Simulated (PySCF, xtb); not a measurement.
C₂H₈FNOSi, SMILES [SiH](F)(N(C)C)O.

GFN2-xTB run with xtb 6.7.1 at its own geometry gives an orbital gap of 6.11 eV and a dipole moment of 2.32 D.

Geometry: PBE0-D3(BJ)/def2-SVP. One conformer was computed; it need not be the lowest.

Question: What does PBE/def2-TZVP in PySCF give? (The exact figures need the calculation; the answer reports its results.)

Answer: gap 5.32 eV (levels -5.40 and -0.09 eV), dipole 2.34 D.
